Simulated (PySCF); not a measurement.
**Working out the excitation energy of Nb**

Nb [Kr] 4d4 5s1 (6D) → Nb [Kr] 4d3 5s1 6s1 (6F). Computed with PySCF 2.14 in aug-cc-pVDZ-PP with ECP28MDF, with scalar relativity through the core potential. Frozen: 4s2 4p6. Energies in hartree (1 hartree = 27.21139 eV):

```
            part  Nb (lower)  Nb (upper)
             UHF  -56.147420  -56.001684
CCSD correlation   -0.051952   -0.032029
             (T)   -0.001031   -0.000461
```

What does Hartree-Fock give?

(-56.001684) − (-56.147420) = 0.145736 hartree = 3.966 eV.

What do CCSD and CCSD(T) give?

The CCSD correlation energies differ by 0.019923 hartree = 0.542 eV and the triples by 0.000570 hartree = 0.016 eV, so CCSD gives 4.508 eV and CCSD(T) 4.524 eV.

A double-zeta basis recovers only part of the correlation energy.
